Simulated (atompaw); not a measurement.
niobium: PAW (atompaw) pseudisation with PBE, scalar-relativistic reference atom.

```json
{
 "Element": "Nb (Z = 41)",
 "Generator": "atompaw 4.2.0.5",
 "Type": "PAW",
 "Functional": "PBE",
 "Relativity": "scalar-relativistic",
 "Frozen core": "[Ar] 3d10",
 "Valence charge": "13",
 "Reference configuration": "4s2 4p6 4d3 5s0 5p0 (charge +2)",
 "Partial waves": "4s (bound); 5s (bound, empty); 4p (bound); 5p (bound, empty); 4d (bound); 4d channel at -0.3 Ry",
 "Local potential": "bessel scheme, radius 1.35 bohr",
 "Core correction": "smooth core density matched at 1.20 bohr",
 "Augmentation charge": "sinc compensation charge, radius 2.00 bohr; PAW radius 2.10 bohr; waves and projectors: bloechl"
}
```

All-electron outer shells of the reference configuration (PBE, scalar-relativistic, ld1.x):

| shell | level (eV) | outermost node (bohr) | outermost maximum (bohr) |
| --- | --- | --- | --- |
| 3d | -214.00 | – | 0.33 |
| 4s | -75.89 | 0.53 | 1.04 |
| 4p | -51.87 | 0.54 | 1.12 |
| 4d | -19.10 | 0.55 | 1.44 |
| 5s | -16.92 | 1.38 | 2.72 |
| 5p | -12.22 | 1.57 | 3.28 |

Question: Does the generator finish with these settings?

Answer: Yes, a potential is produced.

Question: Estimate the cutoffs (Ry, on a coarse ladder) from which the occupation-weighted sum of valence levels, in a spherical-Bessel basis at the reference potential, stays within 10 and 1 mRy of its value at 400 Ry.

Answer: 30 Ry and 40 Ry.

Question: What does a ghost test show?

Answer: No extra level below or beside the all-electron valence levels (s, p, d, f tested).

Question: Is the overlap operator S = 1 + Σ q|β⟩⟨β| positive definite (Bessel basis up to 400 Ry)?

Answer: Barely: its lowest eigenvalue is 0.028 (d channel).
